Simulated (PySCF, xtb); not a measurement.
siletan-1-amine (C3H9NSi), SMILES C1CC[SiH]1N. The values are those of a single conformer.

Harmonic wavenumbers (cm⁻¹) from GFN2-xTB in xtb at its own minimum, in rising order: 81, 156, 204, 211, 478, 486, 542, 646, 669, 700, 714, 787, 813, 878, 927, 994, 1001, 1051, 1169, 1191, 1214, 1226, 1288, 1479, 1482, 1505, 1516, 2265, 2971, 2988, 2997, 3003, 3010, 3021, 3477, 3519.

Problem. What does PBE0-D3(BJ)/def2-SVP in PySCF 2.14.0 give at its own minimum? (The exact figures need the calculation; the answer reports its results.)

Solution. 120, 137, 242, 266, 321, 450, 565, 639, 659, 697, 803, 826, 871, 896, 907, 960, 965, 980, 1064, 1155, 1207, 1234, 1283, 1406, 1427, 1468, 1538, 2218, 3059, 3072, 3074, 3114, 3153, 3156, 3631, 3735. Paired by order, the mean absolute difference is 60 cm⁻¹ and the zero-point energies are 72.4 and 73.3 kcal/mol.
